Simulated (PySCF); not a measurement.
Cd(I)(SeH) (CdHISe), SMILES [SeH][Cd][I]. Atoms are numbered in the order given.

```xyz
4

Cd    -0.0104    -0.3802     0.0000
I      0.0048     2.2188     0.0000
Se    -0.0351    -2.8374     0.0000
H      1.4376    -2.8779     0.0000
```
Charge 0, spin multiplicity 1.

The structure is a stationary point at PBE0-D3(BJ)/def2-SVP. The structure was generated by enumeration; whether it is a known compound was not checked. The def2 effective core potentials stand for the cores of Cd, I; spin–orbit coupling is left out. One conformer was computed; it need not be the lowest.

These are TDDFT-PBE/def2-SVPD in PySCF values and carry that method's errors.

Vertical excitations. Isolated molecule, no solvent. State labels are in the subgroup Cs.

```tsv
state	symmetry	energy (eV)	λ (nm)	f	main pairs
S1	A"	3.39	366	0.005	HOMO→LUMO 100 %
S2	A'	3.91	317	0.009	HOMO−1→LUMO 100 %
S3	A"	3.95	314	0.015	HOMO−2→LUMO 100 %
S4	A"	4.40	282	0.000	HOMO→LUMO+1 100 %
S5	A'	4.84	256	0.006	HOMO→LUMO+2 71 %, HOMO−3→LUMO 26 %
S6	A"	4.96	250	0.000	HOMO−2→LUMO+1 99 %
S7	A'	5.01	247	0.000	HOMO−1→LUMO+1 84 %
S8	A"	5.31	234	0.000	HOMO−1→LUMO+2 99 %
S9	A"	5.37	231	0.021	HOMO→LUMO+3 98 %
S10	A'	5.48	226	0.016	HOMO−2→LUMO+2 78 %
T1	A"	3.08	402	0	HOMO→LUMO 100 %
T2	A'	3.62	343	0	HOMO−1→LUMO 100 %
T3	A"	3.65	340	0	HOMO−2→LUMO 100 %
T4	A'	4.28	289	0	HOMO−3→LUMO 96 %
```
Triplets are in the Tamm–Dancoff approximation, which puts them higher than full response would, so one can lie above its singlet here.
